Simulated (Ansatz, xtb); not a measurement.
## Ranking isomers of C6H7Br

6 gas-phase structures of C6H7Br, from a drawn sample of its isomers (lower ones may exist). Each was relaxed with GFN2-xTB; where two conformers were screened, the lower at r2SCAN-D4/def2-SVP//GFN2-xTB is listed:

A. `CC1=CC(Br)=CC1`, a singlet
B. `BrCC1=CC=CC1`, a singlet
C. `Br/C=C1/C=CCC1`, a singlet
D. `Br[C@@H]1C=CC=CC1`, a singlet
E. `BrC1=CC=CCC1`, a singlet
F. `BrCC1C=CC=C1`, a singlet

**Question.** Make a reasoned guess at their ranking by r2SCAN-D4/def2-SVP//GFN2-xTB single-point energy.

**Answer.** Calculated order at r2SCAN-D4/def2-SVP//GFN2-xTB: D (0.0), E (1.4), A (1.5), B (2.3), C (2.8), F (7.2) kcal/mol. Less than 1 kcal/mol parts E and A; A and B; B and C, so the order within those pairs means little.

Energies above the lowest of each column, in kcal/mol; the last columns are at r2SCAN-D4/def2-SVP geometries (a dash: not run or not comparable):

```json
{"structure": "D", "GFN2-xTB": "4.6", "HF/STO-3G": "7.5", "r2SCAN-D4/def2-SVP//GFN2-xTB": "0.0", "r2SCAN-D4/def2-SVP": "0.0", "CCSD(T)/def2-SVP + ΔMP2/def2-TZVPP": "0.0"}
{"structure": "E", "GFN2-xTB": "2.7", "HF/STO-3G": "0.5", "r2SCAN-D4/def2-SVP//GFN2-xTB": "1.4", "r2SCAN-D4/def2-SVP": "1.6", "CCSD(T)/def2-SVP + ΔMP2/def2-TZVPP": "0.8"}
{"structure": "A", "GFN2-xTB": "0.0", "HF/STO-3G": "0.0", "r2SCAN-D4/def2-SVP//GFN2-xTB": "1.5", "r2SCAN-D4/def2-SVP": "1.4", "CCSD(T)/def2-SVP + ΔMP2/def2-TZVPP": "1.1"}
{"structure": "B", "GFN2-xTB": "3.7", "HF/STO-3G": "7.5", "r2SCAN-D4/def2-SVP//GFN2-xTB": "2.3", "r2SCAN-D4/def2-SVP": "2.2", "CCSD(T)/def2-SVP + ΔMP2/def2-TZVPP": "1.9"}
{"structure": "C", "GFN2-xTB": "2.8", "HF/STO-3G": "2.1", "r2SCAN-D4/def2-SVP//GFN2-xTB": "2.8", "r2SCAN-D4/def2-SVP": "2.8", "CCSD(T)/def2-SVP + ΔMP2/def2-TZVPP": "2.5"}
{"structure": "F", "GFN2-xTB": "9.0", "HF/STO-3G": "10.7", "r2SCAN-D4/def2-SVP//GFN2-xTB": "7.2", "r2SCAN-D4/def2-SVP": "7.1", "CCSD(T)/def2-SVP + ΔMP2/def2-TZVPP": "–"}
```

CCSD(T)/def2-SVP + ΔMP2/def2-TZVPP puts D lowest of those it was run on, with E within 1 kcal/mol; GFN2-xTB picks A, HF/STO-3G picks A. Flexible structures stand in one conformer each, not always the lowest. Frequencies (GFN2-xTB) were run for A, B, C, D, E alone. ΔMP2 is the change of the MP2 energy from the smaller to the larger basis.

Over these structures GFN2-xTB departs from r2SCAN-D4/def2-SVP//GFN2-xTB by 1.3 kcal/mol on average once a common shift is removed. A GFN2-xTB relaxation took about 0.06 s and the r2SCAN-D4/def2-SVP//GFN2-xTB energy about 1.9 s on a shared host (Ansatz 0.2.0, xtb 6.7.1).
